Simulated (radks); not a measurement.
The numbers below are computed, except where a source is named.
Re XIII, configuration [Xe] 4f7 6s2 (not the ground configuration).

Level of theory: Dirac Kohn-Sham, PBE, spin-unpolarised, spherical densities, finite nucleus; open shells fill j = l - 1/2 first; Fermi nuclear charge, rms radius 5.3698 fm (a radial shooting solver on a logarithmic mesh with Libxc functionals).

Energy parts (eV):
part                       energy
total                  -453122.10
kinetic                 512634.58
electron-nucleus      -1114143.69
Hartree                 157068.03
exchange-correlation     -8681.01

Orbitals (lengths in bohr, moments of r in powers of bohr; r(max) is where P^2 peaks):
orbital	occ.	eigenvalue (eV)	<r^2>	<r^4>	<1/r>	r(max)
1s1/2	2	-71849.60	0.0004481	5.463e-07	88.71	0.01124
2s1/2	2	-12721.61	0.006824	0.00008140	21.62	0.06474
2p1/2	2	-12187.38	0.004864	0.00004890	21.59	0.04803
2p3/2	4	-10749.05	0.006063	0.00007210	18.03	0.05498
3s1/2	2	-3206.377	0.04446	0.002987	7.942	0.1823
3p1/2	2	-2967.827	0.04075	0.002630	7.856	0.1706
3p3/2	4	-2655.314	0.04726	0.003498	6.937	0.1848
3d3/2	4	-2253.941	0.03658	0.002365	6.827	0.1447
3d5/2	6	-2186.244	0.03836	0.002578	6.612	0.1486
4s1/2	2	-915.1246	0.2107	0.06362	3.419	0.4095
4p1/2	2	-814.8606	0.2148	0.06767	3.318	0.4082
4p3/2	4	-737.3217	0.2450	0.08772	3.007	0.4362
4d3/2	4	-572.0528	0.2551	0.1008	2.825	0.4290
4d5/2	6	-557.0868	0.2652	0.1087	2.753	0.4374
4f5/2	6	-348.1512	0.2794	0.1411	2.457	0.3887
4f7/2	1	-344.8172	0.2844	0.1459	2.432	0.3923
5s1/2	2	-326.6253	0.8943	1.104	1.551	0.8578
5p1/2	2	-289.4424	0.9797	1.339	1.468	0.8904
5p3/2	4	-270.5341	1.097	1.672	1.363	0.9450
6s1/2	2	-160.4769	3.011	12.09	0.8261	1.641

The highest occupied level is 6s1/2 at -160.48 eV. Summed over all electrons, <r^2> = 21.34 bohr^2, which gives a Langevin (diamagnetic) susceptibility term of -16.9 x 10^-6 cm^3/mol. The density falls to 0.001 e/bohr^3 at r = 2.84 bohr.

Run on one thread of a shared host, so times are rough (Arm Neoverse V2): 0.14 s of CPU time, 0.14 s wall, 15 iterations on 2189 mesh points.
